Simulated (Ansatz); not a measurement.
Molecule: sum formula H4Si2OCl2, net charge 0, singlet state. 
Geometry from a B3LYP-D3(BJ)/def2-TZVP (Ansatz, a program for electronic structure) optimisation:
```
O
Si 1 1.6096
Si 1 1.6524 2 147.23
H 2 1.4622 1 109.98 3 179.89
H 3 1.4760 1 107.23 2 178.60
H 3 1.4779 5 110.34 1 -119.10
H 3 1.4780 5 110.34 6 -121.75
Cl 2 2.0507 4 109.22 1 -120.76
Cl 2 2.0507 4 109.21 1 120.75
```
Charge 0, spin multiplicity 1.

Basis-set convergence of Hartree-Fock and MP2 correlation energies (hartree) with Ansatz. Correlated levels leave the core frozen unless marked. No spin-orbit coupling. No relativistic terms.

```csv
basis,functions,E(HF),"E(corr, MP2)"
aug-cc-pV(D+d)Z,187,-1574.29477,-0.69784
aug-cc-pV(T+d)Z,358,…,…
```

Fill in the missing entries.


- aug-cc-pV(T+d)Z, E(HF): -1574.38227
- aug-cc-pV(T+d)Z, E(corr, MP2): -0.86912
